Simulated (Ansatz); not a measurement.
Calculated with Ansatz (gas phase, PBE0-D4/def2-TZVP geometries, no zero-point term in ΔE). CCSD(T)/CBS is the MP2 limit (def2-TZVPP, def2-QZVPP) plus CCSD(T) − MP2 in def2-TZVPP, frozen cores. This one scheme is used for every species. One conformer a species, not always the lowest.

Consider the ligand exchange at the Si–C bond: `B[SiH2]CS` + `OBF` → `B[SiH2]OBF` + CH₃SH.

```csv
species,CCSD(T)/CBS(def2) energy (Eh)
`B[SiH2]CS`,-753.86807
`OBF`,-201.07426
`B[SiH2]OBF`,-516.74846
CH₃SH,-438.22835
```

(1) Work out ΔE.

Largest T1 diagnostic among the species: 0.013.

## Answers

(1) ΔE = (-516.74846) + (-438.22835) − (-753.86807) − (-201.07426) = -0.03448 Eh = -90.5 kJ/mol.

Leaving LDA and LC-ωPBE aside and taking each functional with its dispersion term where it has one, the values, not all of them listed here, spread over 24.1 kJ/mol, from BHLYP-D4 to revPBE-D4. LDA lies +3.6 kJ/mol from PBE without D4. From BLYP to BHLYP (50 % exact exchange), in def2-TZVPP and without D4, ΔE moves by −8.9 kJ/mol. At CCSD(T), def2-SVP lies +9.5 kJ/mol from the extrapolated value and def2-TZVPP +0.1 kJ/mol.
